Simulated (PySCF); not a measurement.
Correlation energy of Ir+ (iridium, charge +1)

[Xe] 4f14 5d8, high-spin 3F determinant (an excited configuration). Calculation: PySCF 2.14, in x2c-TZVPPall (11s7p7d3f1g, 97 functions); the spin-free X2C one-electron Hamiltonian (Gaussian nucleus). Frozen: [Kr] 4d10 4f14; 16 electrons correlated.

```csv
level,correlation energy (mhartree)
CCSD,-418.42
(T),-13.23
CCSD(T),-431.65
```

Diagnostics: T1 = 0.0061, D1 = 0.0114, largest double amplitude 0.042.

Spin-orbit coupling, absent here, splits the open shell strongly.

Cost of the coupled-cluster step: of the order of 16 core-seconds, for 16 correlated electrons.

This basis was not built for core-valence correlation, so the inner-shell part is incomplete.
